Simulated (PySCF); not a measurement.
CH3AlClIO, SMILES C[O][Al]([Cl])[I]. Geometry optimised at PBE-D3(BJ)/def2-SVP. The structure was generated by enumeration; whether it is a known compound was not checked. The def2 effective core potentials stand for the cores of I; spin–orbit coupling is left out. One conformer was computed; it need not be the lowest.

Computed equilibrium geometry at PBE-D3(BJ)/def2-SVP (PySCF confirms it by a frequency run) as a Z-matrix, and its point group (one conformer of several):
point group Cs.
```
O
C 1 1.4068
H 2 1.1122 1 110.10
H 2 1.1122 3 107.60 1 120.01
H 2 1.1143 3 107.91 4 116.20
Al 1 1.6983 2 136.44 3 -120.76
Cl 6 2.0965 1 117.47 2 180.00
I 6 2.4711 1 120.98 2 0.00
```
Charge 0, spin multiplicity 1.
